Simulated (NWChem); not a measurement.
Everything below was run with NWChem. System: H$_{2}$As, charge 0, spin multiplicity 2, at a geometry optimised with UPBE0/def2-SVP. The structure started from a generated list of species. Its SCF solution wasn't tested for a lower state. Level: UPBE/def2-TZVP.

The NWChem input:

```
start mol
memory heap 200 mb stack 900 mb global 1100 mb
geometry units angstroms nocenter noautoz
  As     0.000000     0.000000    -0.061399
  H     -1.088753     0.000000     1.013080
  H      1.088753     0.000000     1.013080
  symmetry group C2v
end
basis spherical
  * library def2-tzvp
end
dft
  xc xpbe96 cpbe96
  odft
  mult 2
  semidirect memsize 60000000 filesize 0
  iterations 100
end
task dft energy
```

Part of the output:

```
             Northwest Computational Chemistry Package (NWChem) 7.3.0
             --------------------------------------------------------

                                NWChem Input Module
                                -------------------

 Scaling coordinates for geometry "geometry" by  1.889725989
 (inverse scale =  0.529177249)

 Turning off AUTOSYM since
 SYMMETRY directive was detected!

                             Geometry "geometry" -> ""
                             -------------------------

 Output coordinates in angstroms (scale by  1.889725989 to convert to a.u.)

  No.       Tag          Charge          X              Y              Z
 ---- ---------------- ---------- -------------- -------------- --------------
    1 As                  33.0000     0.00000000     0.00000000    -0.06139900
    2 H                    1.0000    -1.08875300     0.00000000     1.01308000
    3 H                    1.0000     1.08875300     0.00000000     1.01308000

 Effective nuclear repulsion energy (a.u.)      23.0752085558

            Nuclear Dipole moment (a.u.)
            ----------------------------
        X                 Y               Z
 ---------------- ---------------- ----------------
     0.0000000000     0.0000000000    -0.0000132281

      Symmetry information
      --------------------

 Group name             C2v
 Group number             16
 Group order               4
 No. of unique centers     2

      Symmetry unique atoms

     1    2


 Summary of "ao basis" -> "" (spherical)
 ------------------------------------------------------------------------------
       Tag                 Description            Shells   Functions and Types
 ---------------- ------------------------------  ------  ---------------------
 *                         def2-tzvp                  on all atoms

  pbe96 is a nonlocal functional; adding pw91lda local functional.

                                 NWChem DFT Module
                                 -----------------

 Summary of "ao basis" -> "ao basis" (spherical)
 ------------------------------------------------------------------------------
[...]
    57     -0.835626  3 H  s                 16      0.317758  1 As px
    10     -0.211300  1 As px                50      0.208255  2 H  s
    56     -0.208255  3 H  s                 49      0.097522  2 H  s
    55     -0.097522  3 H  s                 25     -0.093265  1 As d  1

 Vector   20  Occ=0.000000D+00  E= 1.186783D-02  Symmetry=a1
              MO Center= -4.8D-14, -3.9D-16,  6.1D-01, r^2= 4.7D+00
   Bfn.  Coefficient  Atom+Function         Bfn.  Coefficient  Atom+Function
  ----- ------------  ---------------      ----- ------------  ---------------
     6      1.274830  1 As s                 51     -1.140757  2 H  s
    57     -1.140757  3 H  s                 21      1.045663  1 As pz
     5      0.267362  1 As s                 18      0.231932  1 As pz
    12     -0.160968  1 As pz                 4     -0.149613  1 As s
     3     -0.131264  1 As s                 50     -0.094429  2 H  s

   alpha - beta orbital overlaps
   -----------------------------

   alpha      1      2      3      4      5      6      7      8      9     10
    beta      1      2      4      3      5      6      7      8      9     10
 overlap   1.000  1.000  1.000  1.000  1.000  1.000  1.000  1.000  1.000  0.919

   alpha     11     12     13     14     15     16     17     18     19     20
    beta     11     13     12     14     15     16     17     18     19     20
 overlap   1.000  1.000  1.000  0.919  0.999  1.000  0.999  0.999  1.000  0.998

   alpha     21     22     23     24     25     26     27     28     29     30
    beta     21     22     23     24     25     26     27     28     29     30
 overlap   0.901  1.000  0.907  1.000  1.000  0.992  0.999  1.000  0.996  1.000

   alpha     31     32     33     34     35     36     37     38     39     40
    beta     31     33     32     34     35     36     37     39     38     40
 overlap   0.999  0.996  0.979  0.999  0.974  0.986  0.996  0.999  0.983  0.989

   alpha     41     42     43     44     45     46     47     48     49     50
    beta     41     42     43     44     45     46     47     48     49     50
 overlap   1.000  0.993  0.996  1.000  0.999  1.000  1.000  1.000  1.000  1.000

   alpha     51     52     53     54     55     56     57     58     59     60
    beta     51     52     53     54     55     56     57     58     59     60
 overlap   1.000  1.000  0.999  1.000  1.000  1.000  0.995  0.995  1.000  1.000

     --------------------------
     Expectation value of S2:
     --------------------------
      <S2> =      0.7534 (Exact =     0.7500)

 center of mass
 --------------
 x =   0.00000000 y =   0.00000000 z =  -0.06283174

 moments of inertia (a.u.)
 ------------------
           8.092431699089           0.000000000000           0.000000000000
           0.000000000000          16.624837922678           0.000000000000
           0.000000000000           0.000000000000           8.532406223588

     Multipole analysis of the density
     ---------------------------------

     L   x y z        total         alpha         beta         nuclear
     -   - - -        -----         -----         ----         -------
     0   0 0 0     -0.000000    -18.000000    -17.000000     35.000000

     1   1 0 0     -0.000000      0.000000     -0.000000      0.000000
     1   0 1 0     -0.000000      0.000000     -0.000000      0.000000
     1   0 0 1      0.094808      0.071495      0.023327     -0.000013

     2   2 0 0    -14.037635    -11.893103    -10.610690      8.466159
     2   1 1 0     -0.000000     -0.000000     -0.000000      0.000000
     2   1 0 1     -0.000000     -0.000000     -0.000000      0.000000
     2   0 2 0    -14.738232     -9.688692     -5.049539      0.000000
     2   0 1 1      0.000000      0.000000     -0.000000      0.000000
     2   0 0 2    -14.950224    -11.976579    -10.748090      7.774446

 Task  times  cpu:        1.3s     wall:        1.3s

 Total times  cpu:        1.3s     wall:        1.3s
```
